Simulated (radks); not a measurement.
The numbers below are computed, except where a source is named.
Polarisability of the cobalt ion Co+, [Ar] 3d8, at imaginary frequency. Level of theory: scalar-relativistic Kohn-Sham, PBE, spin-polarised, spherical densities, finite nucleus; open shells are filled with parallel spins first; Fermi nuclear charge, rms radius 3.7875 fm (a radial shooting solver on a logarithmic mesh with Libxc functionals). Response by self-consistent Sternheimer equations with the Hartree and adiabatic LDA kernel, the relativistic mass of each level held fixed and spin-orbit coupling left out.

w (hartree)  alpha1(iw) (bohr^3)
0.00266                    11.04
0.0143                     11.02
0.0360                     10.87
0.0697                     10.43
0.118                      9.542
0.186                      8.205
0.280                      6.671
0.413                      5.209
0.605                      3.933
0.892                      2.843
1.35                       1.924
2.12                       1.175
3.59                      0.6053
6.94                      0.2312
17.5                     0.05005

Static values: alpha1 = 11.04 bohr^3 (1.637 angstrom^3; uncoupled 14.76). C6 = 39.48, triple-dipole C9 = 276.7 atomic units. One-pole (London) frequency 4 C6 / (3 alpha1^2) = 0.432 hartree, against 0.413 for minus the highest occupied eigenvalue.
